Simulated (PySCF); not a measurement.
Delta-SCF ions had no search for a lower state. Excitations are Tamm–Dancoff values on a coarser integration grid. The basis has no diffuse functions, so Rydberg states are missing or too high.

## C3H4S, SMILES `CC#CS` (charge 0, multiplicity 1)

Method: M06-2X/def2-TZVP // PBE0-D3(BJ)/def2-TZVP run with PySCF.

```yaml
HOMO: -7.62 eV
dipole_moment: 1.34 D
LUMO: 0.93 eV
HOMO–LUMO gap: 8.55 eV
S1 excitation (TDA): 4.80 eV
S1 oscillator strength: 0.000
T1 excitation (TDA): 4.57 eV
S1–T1 gap (TDA): 0.23 eV
vertical ionisation energy (Delta-SCF): 8.86 eV
total_energy: -14009.31 eV
cost: about 5 core-minutes (a rough figure)
```

```xyz
8

C     -1.4829     0.0794     0.0400
C     -0.0391     0.1306    -0.0594
C      1.1631     0.1645    -0.1433
S      2.8287     0.3602    -0.2512
H     -1.8940    -0.6668    -0.6446
H     -1.8087    -0.1709     1.0529
H     -1.9175     1.0467    -0.2259
H      3.1504    -0.9437    -0.3422
```
